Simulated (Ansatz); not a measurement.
Consider the atomization: `[SiH3][Si]1(P)CC1` → 2 C• + 9 H• + P• + 2 Si•.

Calculated with Ansatz (gas phase, PBE0-D4/def2-TZVP geometries, no zero-point term in ΔE). CCSD(T)/CBS adds triple-zeta CCSD(T) − MP2 to the extrapolated MP2 energy (def2 sets, frozen cores). This one scheme is used for every species, atoms too. For atomizations the MP2-based limit and the directly extrapolated one differ by several kJ/mol either way, and by 10 to 25 for some Ge, Se and Sn compounds, so smaller differences from it don't rank the levels. DFT in def2-TZVPP. No spin–orbit coupling; open shells (•) take unrestricted orbitals. Spin–orbit coupling would lower the free atoms: a little for C, Si. Each species was taken in one conformer, which may not be the lowest.

`[SiH3][Si]1(P)CC1`:

```xyz
14

Si   -2.092    0.797    0.491
Si    0.134    0.260    0.125
P     1.685    1.644    0.979
C     0.549   -1.508   -0.281
C     0.550   -0.566   -1.491
H    -2.929   -0.202   -0.229
H    -2.430    0.750    1.940
H    -2.410    2.157   -0.019
H     2.756    0.799    0.582
H     1.625    1.098    2.290
H     1.514   -1.895    0.032
H    -0.236   -2.256   -0.247
H    -0.232   -0.717   -2.229
H     1.515   -0.362   -1.943
```

```
            species  PBE-QIDH energy (Eh)
`[SiH3][Si]1(P)CC1`           -1001.24950
                 C•             -37.80052
                 H•              -0.50179
                 P•            -341.05036
                Si•            -289.15959
```

**Question.** Work out ΔE.

**Answer.** ΔE = 9 × (-0.50179) + 2 × (-37.80052) + 2 × (-289.15959) + (-341.05036) − (-1001.24950) = 1.76281 Eh = +47.97 eV. CCSD(T)/CBS gives +48.24 eV.

**Question.** What do rigid-rotor, harmonic-oscillator terms from PBE0-D4/def2-TZVP frequencies (298.15 K, 1 bar) make of the CCSD(T)/CBS value? (Best estimate.)

**Answer.** Computed: ΔZPE = -2.64 eV, ΔH = +46.23 eV, ΔS = 1459 J/(mol·K), ΔG = +41.72 eV. Open shells count their whole term as degenerate.

Largest T1 diagnostic among the species: 0.013.

At CCSD(T), def2-SVP lies −3.10 eV from the extrapolated value and def2-TZVPP −1.26 eV: correlation converges slowly with the basis, and small sets miss more of it in the bonded molecule than in its fragments. Leaving LDA and LC-ωPBE aside and taking each functional with its dispersion term where it has one, the values, not all of them listed here, spread over 1.35 eV, from BHLYP-D4 to B97M-V. LDA lies +6.08 eV from PBE without D4, its usual overbinding. The D4 term adds +0.60 eV with B3LYP and +0.32 eV with PBE0; it sums over pairs of atoms, weighted by their polarisabilities, and B3LYP, whose exchange is more repulsive, gets the larger term.

B3LYP here is the variant with VWN-RPA as its local correlation; programs differ in this.
